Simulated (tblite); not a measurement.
Species: C3H12B2N2.
Atom-mapped SMILES: `[CH2:1]=[C:2]([CH3:3])[BH-:4]1[NH2+:5][BH2-:6][NH2+:7]1` (hydrogens: H8, H9 on C1; H10, H11, H12 on C3; H13 on B4; H14, H15 on N5; H16, H17 on B6; H18, H19 on N7)

Structure used (GFN2-xTB), in Å, numbered top down from 1:
```
atom  x, y, z in Å
C1    -1.5841    1.5222    0.2982
C2    -1.1384    0.4051   -0.2617
C3    -2.1084   -0.7154   -0.5350
B4     0.3833    0.1844   -0.7223
N5     0.9617   -1.2379   -0.3154
B6     2.1225   -0.4860    0.4662
N7     1.4370    0.9211    0.2020
H8    -0.9377    2.3619    0.5030
H9    -2.6210    1.6679    0.5663
H10   -3.1389   -0.3940   -0.3932
H11   -1.9896   -1.0747   -1.5562
H12   -1.9248   -1.5563    0.1361
H13    0.5734    0.4126   -1.8743
H14    0.3486   -1.7792    0.2796
H15    1.2563   -1.8290   -1.0810
H16    3.1610   -0.5802   -0.1000
H17    2.1525   -0.7704    1.6191
H18    1.0239    1.3388    1.0261
H19    2.0130    1.6184   -0.2498
```

All values are computed: GFN2-xTB (tblite) harmonic vibrations without scaling, gas phase. This tight-binding method is rough: wavenumbers can miss measured ones by several per cent, in bad cases by 10 to 20. Modes of hydrogen on boron can be 10 to 20 % off. One conformer, not necessarily the lowest.

Harmonic wavenumbers (cm⁻¹): 26.3, 80.2, 128.0, 185.3, 242.6, 354.6, 392.8, 489.9, 552.3, 677.4, 680.8, 692.9, 725.4, 764.2, 813.1, 844.1, 863.6, 884.8, 894.0, 929.0, 968.0, 991.3, 1009.9, 1023.2, 1026.0, 1032.1, 1041.5, 1049.4, 1082.6, 1110.1, 1233.3, 1236.4, 1397.9, 1438.5, 1493.6, 1496.9, 1512.6, 1524.4, 1697.2, 2465.5, 2486.1, 2502.4, 2973.6, 3012.0, 3017.9, 3056.6, 3078.0, 3436.2, 3446.3, 3453.8, 3454.2.

A = 4383, B = 1916, C = 1471 MHz; mass 98.119 u (most abundant isotopes); point group C1, symmetry number 1.

Q: What is the zero-point energy?

A: ½Σν̃ = 35484 cm⁻¹ = 424.49 kJ/mol.

Q: What is S at 350 K and 1 bar for an ideal gas of classical rigid rotors and harmonic oscillators?

A: Translation 169.39, rotation 117.71, vibration 119.31: S = 406.4 J/(mol K).

Q: And Cp and H(350 K) − H(0)?

A: Cp = 168.68 J/(mol K), of which vibrations give 135.42 (their classical limit is 51 R = 424.0); H(350 K) − H(0) = 33.33 kJ/mol without the zero-point energy, 21.69 from vibrations.

Q: How do the functions run with temperature in this model?

A: 
```tsv
T (K)	S (J/(mol K))	Cp (J/(mol K))	H − H(0) (kJ/mol)	G − H(0) (kJ/mol)	ln q(vib)
50	237.5	51.2	2.10	-9.78	0.77
100	277.8	66.3	5.05	-22.73	1.82
298.15	381.3	144.7	25.20	-88.49	5.81
373.15	417.5	178.9	37.35	-118.45	7.39
500	477.0	227.7	63.28	-175.22	10.19
750	582.9	293.7	129.12	-308.04	15.82
1000	673.6	336.5	208.25	-465.40	21.25
```

q(vib) and H(0) count from the zero-point level.

Q: What must be added to the electronic energy to get the Gibbs energy at 350 K and 1 bar?

A: ZPE + [H(350 K) − H(0)] − T·S = 424.49 + 33.33 − 142.24 = 315.58 kJ/mol.

Q: Blend soft modes into free rotors: weight 1/[1 + (100 cm⁻¹/ν̃)⁴] for the oscillator and the rest for a rotor with moment μB/(μ + B), μ = h/(8π²ν), B = 10⁻⁴⁴ kg m². What vibrational entropy results?

A: 107.23 J/(mol K) in place of 119.31, which changes −T·S at 350 K by +4.23 kJ/mol.

Q: Which modes carry the vibrational entropy at 350 K?

A: 26.3 cm⁻¹: 26.81; 80.2 cm⁻¹: 17.58; 128.0 cm⁻¹: 13.75; 185.3 cm⁻¹: 10.78; 242.6 cm⁻¹: 8.67; 354.6 cm⁻¹: 5.88 J/(mol K); the other 45 give 35.84 together.

Hindered rotation and anharmonicity are outside this model. Other conformers, if any are populated, would add a mixing term that is left out. The structure is chiral; the term R ln 2 for an equal mix with its mirror image is left out.

Hardware: one thread of an Arm Neoverse V2, no GPU (shared host). Cost: 0.48 s wall. This covers the Hessian and the dipole derivatives.
